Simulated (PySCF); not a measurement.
Species: C6H7NO.
Numbering: `[CH:1]#[C:2][C@H:3]1[CH2:4][CH2:5][NH:6][C:7]1=[O:8]` (hydrogens: H9 on C1; H10 on C3; H11, H12 on C4; H13, H14 on C5; H15 on N6)

Cartesian coordinates in Å at the GFN2-xTB level; atoms count from 1:
```xyz
15
C6H7NO angstrom
C      2.7300   -0.3372   -0.3754
C      1.6270    0.0831   -0.5722
C      0.2735    0.5622   -0.7706
C     -0.7391   -0.5894   -0.8389
C     -1.1256   -0.8087    0.6278
N     -0.9322    0.4993    1.2063
C     -0.1439    1.3307    0.4959
O      0.1684    2.4533    0.8034
H      3.7064   -0.6890   -0.2246
H      0.2452    1.2150   -1.6456
H     -1.6112   -0.2776   -1.4145
H     -0.3175   -1.4846   -1.2918
H     -0.4670   -1.5462    1.1047
H     -2.1609   -1.1373    0.7442
H     -1.2576    0.7343    2.1294
```

A PySCF run (density fitting, gas phase, GFN2-xTB geometry) gave HOMO -6.39 eV, LUMO 0.46 eV, dipole 4.03 D.

Question: Which of these levels was it?
A. PW91/pcSseg-1
B. KT3/def2-SVPD
C. HCTH407/aug-cc-pVDZ
D. PBE/STO-3G
E. HSE06/6-31G*

Answer: E. It is HSE06/6-31G*. All candidates on this geometry:

```
            level and settings                                            kind  basis functions  SCF cycles     E (Eh)  HOMO (eV)  LUMO (eV)  dipole (D)
           HCTH407/aug-cc-pVDZ                                             GGA              247          17  -362.7700      -5.89      -0.96        4.15
  PBE/STO-3G, start guess atom                                             GGA               47          11  -357.7054      -2.17       2.82        2.93
   PW91/pcSseg-1, grid level 4                                             GGA              171          17  -362.6018      -5.68      -0.63        4.08
   KT3/def2-SVPD, grid level 4                                             GGA              219          17  -368.1363      -5.89      -0.78        4.16
HSE06/6-31G*, start guess atom  screened hybrid, exact exchange at short range              126          11  -362.3716      -6.39       0.46        4.03
```

The nearest other candidate, by the summed differences of HOMO and LUMO, is KT3/def2-SVPD: its HOMO differs by +0.50 eV and its LUMO by -1.24 eV. Cycle counts include a coarse-grid stage where the run had one. All basis functions are spherical, in the Pople sets too. KT3 was designed for NMR shieldings or shifts; total energies of different functionals aren't comparable.
